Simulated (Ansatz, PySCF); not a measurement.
System: sum formula H$_{2}$SiO$_{2}$Br, charge 0, multiplicity 2. It need not be the lowest isomer of its formula. 
Geometry from a B3LYP-D3(BJ)/def2-TZVP (Ansatz, a first-principles code) optimisation:
```
Si
O 1 1.6351
H 2 0.9643 1 117.45
O 1 1.6476 2 106.08 3 -5.76
H 4 0.9621 1 118.29 2 166.04
Br 1 2.2702 2 111.11 3 113.71
```
Charge 0, spin multiplicity 2.

Quantity: atomisation energy (electronic, to ground-state atoms), in kcal/mol. Correlated levels leave the core frozen unless marked. Open shells are spin-unrestricted. Spin-orbit coupling is left out. The frozen core is the preceding noble-gas configuration, with the filled d and f shells of earlier blocks. Non-relativistic. The coupled-cluster limit lacks core correlation, which all-electron functionals hold. Basis-set limits of correlation are two-point, X^-3; Hartree-Fock from the larger set. [CCSD(T)-MP2]/basis is that difference in the basis named.

```
level                                                              program  atomisation energy (kcal/mol)
----------------------------------------------------------  --------------  -----------------------------
HF-D4/def2-TZVPD                                             PySCF + dftd4                              ?
PBE-D4/def2-TZVPD                                           Ansatz + dftd4                          523.2
BLYP-D3(BJ)/def2-TZVPD                                      Ansatz + dftd3                          510.8
BLYP-D4/def2-TZVPD                                          Ansatz + dftd4                          511.1
B3LYP-D3(BJ)/def2-TZVPD                                     Ansatz + dftd3                          507.4
B3LYP/def2-TZVPD                                                    Ansatz                          501.6
PBE0/STO-3G                                                         Ansatz                          493.9
PBE0/def2-TZVP                                                      Ansatz                          503.4
PBE0/def2-QZVPP                                                     Ansatz                              ?
BHLYP/def2-TZVPD                                                    Ansatz                              ?
RPA@PBE/def2-QZVPP                                                  Ansatz                          475.9
SCS-MP2/6-31G*                                                      Ansatz                          452.8
RI-MP2/CBS(def2-TZVPP,def2-QZVPP)+[CCSD(T)-MP2]/def2-TZVPP          Ansatz                          514.0
```

Fill in the missing entries.


- HF-D4/def2-TZVPD, atomisation energy (kcal/mol): 362.1
- PBE0/def2-QZVPP, atomisation energy (kcal/mol): 506.7
- BHLYP/def2-TZVPD, atomisation energy (kcal/mol): 480.3
